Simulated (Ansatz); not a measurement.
Consider the germylene formation by 1,1-elimination: `[Br][GeH2][Br]` → `[Br][Ge][Br]` + H₂.

Calculated with Ansatz (gas phase, PBE0-D4/def2-TZVP geometries, no zero-point term in ΔE). CCSD(T)/CBS adds triple-zeta CCSD(T) − MP2 to the extrapolated MP2 energy (def2 sets, frozen cores). This one scheme is used for every species. For Br, Ge outer-core shells are correlated without core-valence functions, which leaves a few kJ/mol of doubt a bond. Scalar relativity is left out up to krypton.

```csv
species,CCSD(T)/def2-SVP energy (Eh)
`[Br][GeH2][Br]`,-7221.26689
`[Br][Ge][Br]`,-7220.07530
H₂,-1.16345
```

**Question.** Work out ΔE.

**Answer.** ΔE = (-7220.07530) + (-1.16345) − (-7221.26689) = 0.02814 Eh = +73.9 kJ/mol. CCSD(T)/CBS gives +60.5 kJ/mol.

Largest T1 diagnostic among the species: 0.011.

From r2SCAN to r2SCAN0 (25 % exact exchange), in def2-TZVPP and without D4, ΔE moves by +13.1 kJ/mol. The D4 term adds +3.2 kJ/mol with B3LYP and +1.8 kJ/mol with PBE0; it sums over pairs of atoms, weighted by their polarisabilities, and B3LYP, whose exchange is more repulsive, gets the larger term.

B3LYP here is the variant with VWN-RPA as its local correlation; programs differ in this.
